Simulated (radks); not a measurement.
Initial-state core-level shifts of the terbium ion Tb+ when its valence configuration changes from [Xe] 4f9 6s1. Method: Dirac Kohn-Sham, BLYP, spin-unpolarised, spherical densities, finite nucleus; open shells are shared between the two j in proportion to 2j + 1; Fermi nuclear charge, rms radius 5.06 fm; computed with a radial shooting solver on a logarithmic mesh with Libxc functionals. Shifts are changes of the shell-averaged eigenvalues in eV (positive: less bound); the change of the density at the nucleus, which sets a Mossbauer isomer shift, is in e/bohr^3, on a base of 6.87e+05.

valence              1s       3s       3p       4p  density at nucleus
4f8 6s2          -8.578   -9.972   -9.954   -9.473              +80.96
4f9 5d0.5 6s0.5  +0.789   +0.798   +0.798   +0.816              -18.28
4f9.5 6s0.5      +3.353   +3.858   +3.852   +3.737              -30.03
4f9 5d1          +1.475   +1.494   +1.495   +1.529              -35.06
4f8.5 6s0.5 6p1  -5.334   -5.948   -5.940   -5.753               +1.56
4f10             +5.734   +6.594   +6.584   +6.419              -53.26
4f9 6p1          -1.298   -1.264   -1.264   -1.277              -33.33
4f8 6s1 6p1      -9.869  -11.243  -11.226  -10.750              +42.90
4f8.5 6s1.5      -4.033   -4.671   -4.663   -4.468              +37.08
